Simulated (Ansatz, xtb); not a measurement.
# C3H6N2SeSi: which of two isomers lies lower

Structure a: `[SiH3][Se]c1cnc[nH]1`, a singlet. Structure b: `C[SiH2]c1cn[se]n1`, a singlet. Both are isolated molecules in the gas phase, relaxed with B3LYP/def2-SVP; the shapes shown needn't be the lowest conformers.

a (Å):

```xyz
13

C    -1.0646   -0.7392    0.7830
C    -1.5295    0.4776    1.2488
C     0.3540    0.1687    2.2164
N    -0.6396    1.0269    2.1318
N     0.1498   -0.9195    1.4212
Se   -1.8268   -2.0414   -0.3845
Si   -0.9538   -1.2123   -2.3616
H     0.5359   -1.1848   -2.3133
H    -1.4102   -2.1551   -3.4222
H    -1.4629    0.1591   -2.6374
H    -2.4638    0.9702    0.9821
H     1.2453    0.2804    2.8350
H     0.7550   -1.7251    1.3113
```

b (Å):

```xyz
13

C    -0.3825   -2.4380    0.1239
C    -1.6485    0.2342    1.0680
C    -2.7302    0.8468    1.8278
N    -3.3189    1.8908    1.3093
N    -1.3768    0.8104   -0.0827
Se   -2.5165    2.2205   -0.2840
Si   -0.6085   -1.2745    1.5829
H     0.0531   -1.8898   -0.7261
H     0.2881   -3.2725    0.3839
H    -1.3486   -2.8573   -0.1985
H     0.7103   -0.7885    2.0857
H    -1.3196   -1.9396    2.7165
H    -3.0675    0.4718    2.8011
```

Problem. Estimate which is lower in electronic energy at CCSD(T)/def2-SVP + ΔMP2/def2-TZVPP, and by roughly how much.

Solution. The CCSD(T)/def2-SVP + ΔMP2/def2-TZVPP calculation puts structure a lower, by 0.481 eV.

The same difference at several levels:

```
                             level        geometry  E(b) − E(a) (eV)  departure from the last row (eV)  job, with rough time for the two
                    B3LYP/def2-SVP  B3LYP/def2-SVP              +0.848                            +0.367             optimisation, 2.8 min
                       HF/def2-SVP  B3LYP/def2-SVP              +1.351                            +0.870           part of the CCSD(T) run
                      MP2/def2-SVP  B3LYP/def2-SVP              +0.898                            +0.417           part of the CCSD(T) run
                  CCSD(T)/def2-SVP  B3LYP/def2-SVP              +0.865                            +0.384                      single point
CCSD(T)/def2-SVP + ΔMP2/def2-TZVPP  B3LYP/def2-SVP              +0.481                                               single point, 1.9 min
```

As drawn, b has 2 C–Si, 2 N∷Se, 2 C–H in place of 1 Se–Si, 1 C–Se, 2 C∷N, 1 Si–H, 1 N–H (∷ is an aromatic bond).

The levels shown agree on the order. The largest departure from CCSD(T)/def2-SVP + ΔMP2/def2-TZVPP is that of HF/def2-SVP, 0.870 eV. Levels run at GFN2-xTB geometries aren't shown. The last row adds to CCSD(T) the change of the MP2 difference between the two basis sets, here −0.384 eV, a large step that makes the value less sure.

With thermal terms from frequencies at re-optimised GFN2-xTB minima (ideal gas, soft modes damped towards free rotors, one conformer each, 298.15 K, 1 atm): on the last row, ΔE + ΔZPE = +0.477, ΔH = +0.483, ΔG = +0.455 eV.

The correlated steps freeze 19 core orbitals; the filled d shell of Se is correlated, in a basis made for valence electrons. Run with Ansatz 0.2.0, xtb 6.7.1; the last row on 4 threads of Arm Neoverse V1 on a shared host.
